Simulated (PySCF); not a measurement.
Gas-phase reaction: I2 + Br2 → 2 IBr

Computed with PySCF and rigid-rotor harmonic-oscillator thermochemistry at 1 bar. † marks an energy on the PBE0/def2-TZVP geometry and frequencies; other levels use their own. CCSD(T) freezes the core. All species are closed-shell singlets. I: scalar-relativistic def2 core potential, no spin-orbit coupling. Br: all electrons, no relativistic terms. CCSD(T) isn't extrapolated to the basis-set limit.

```json
[
 {"level": "CCSD(T)/def2-SVP†", "ΔH°(298 K), kJ": "-9"},
 {"level": "CCSD(T)/def2-TZVPP†", "ΔH°(298 K), kJ": "___"},
 {"level": "HF/def2-TZVP†", "ΔH°(298 K), kJ": "___"},
 {"level": "M06-2X/def2-TZVP†", "ΔH°(298 K), kJ": "-9"},
 {"level": "PBE/def2-TZVP†", "ΔH°(298 K), kJ": "-9"},
 {"level": "PBE0/def2-QZVP†", "ΔH°(298 K), kJ": "___"},
 {"level": "PBE0/def2-TZVP", "ΔH°(298 K), kJ": "-9"},
 {"level": "ωB97X-V/def2-TZVP†", "ΔH°(298 K), kJ": "___"}
]
```

Q: Complete the blanks.

A: 
- CCSD(T)/def2-TZVPP†, ΔH°(298 K), kJ: -9
- HF/def2-TZVP†, ΔH°(298 K), kJ: -11
- PBE0/def2-QZVP†, ΔH°(298 K), kJ: -10
- ωB97X-V/def2-TZVP†, ΔH°(298 K), kJ: -11
